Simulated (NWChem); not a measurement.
Species: BH2SeF; SMILES FB[SeH]

```xyz
5

B     -0.5553    -1.0790     0.0000
F      0.3169    -2.0709     0.0000
H     -1.7359    -1.3251     0.0000
Se     0.1241     0.7310     0.0000
H     -1.2167     1.3306     0.0000
```
Atoms are numbered in this order, from 1.

All runs: NWChem. Coordinates come from a PBE0/def2-SVP optimisation. B3LYP is NWChem's, with the RPA form of VWN correlation. Static field.

```csv
level,isotropic polarisability (bohr³),anisotropy (bohr³)
PBE/def2-SVPD,45.6,17.0
B3LYP/def2-SVPD,___,___
"LDA (Slater exchange, VWN5)/def2-SVPD",45.8,17.2
BHandHLYP/def2-SVPD,42.6,14.0
```

Task: Some entries are withheld; supply them.

Result: 
- B3LYP/def2-SVPD, isotropic polarisability (bohr³): 44.3
- B3LYP/def2-SVPD, anisotropy (bohr³): 15.6
